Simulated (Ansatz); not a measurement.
[closo-1-(NH3)B7H6]- (B₇NH₉⁻) was relaxed with PBE-D4 (def2-SVPD) in Ansatz in these states: charge -1 singlet, neutral doublet. The geometries follow in no particular order.

A:

```xyz
17

B    -0.475   -0.953    1.095
B     0.198    0.569    1.400
B    -0.409    0.216   -0.262
B     1.106   -0.411   -0.981
B     1.233    0.894    0.051
B     1.312   -0.797    0.781
B     0.075   -1.507   -0.347
H    -1.224   -1.253    1.996
H     0.076    1.364    2.295
N    -1.628    0.896   -1.027
H    -2.126    0.202   -1.602
H    -1.304    1.646   -1.653
H    -2.307    1.304   -0.370
H     1.752   -0.268   -1.995
H     1.800    1.957    0.099
H     2.234   -1.314    1.359
H    -0.312   -2.544   -0.840
```

B:

Cartesian coordinates in Å:
```
B -0.5682 0.1244 1.4191
B -0.8752 1.2435 0.2046
B -0.2409 -0.3504 -0.2612
B 1.4921 0.0300 -0.3509
B 0.3980 1.1853 -0.8888
B 0.8186 1.1940 0.8897
B 0.8975 -0.6213 1.0784
H -1.2992 -0.1311 2.3610
H -1.8705 1.9413 0.1061
N -1.0170 -1.4836 -1.1059
H -0.7494 -2.4169 -0.7694
H -0.7749 -1.4062 -2.1016
H -2.0326 -1.3686 -0.9980
H 2.5179 -0.3060 -0.9183
H 0.4859 1.8332 -1.9183
H 1.4059 2.0504 1.5280
H 1.4122 -1.5179 1.7256
```

Question: Judge from the bond lengths which geometry belongs to which state (an estimate).

Answer: A is the neutral doublet (B2–B5 1.731 Å, B4–B7 1.633 Å, B2–B6 1.869 Å); B is the charge -1 singlet (B2–B5 1.679 Å, B4–B7 1.679 Å, B2–B6 1.828 Å).
